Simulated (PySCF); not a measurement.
AlHFBr, SMILES [F][AlH][Br]. Geometry: ωB97X-D3(BJ)/def2-TZVP.

Computed equilibrium geometry at ωB97X-D3(BJ)/def2-TZVP (PySCF confirms it by a frequency run) as Cartesian coordinates in Å, and its point group:
point group Cs.
```xyz
4

Al    -0.5247     1.1128     0.0000
H     -2.0160     1.5678     0.0000
F      0.6748     2.2408     0.0000
Br     0.0790    -1.0343     0.0000
```
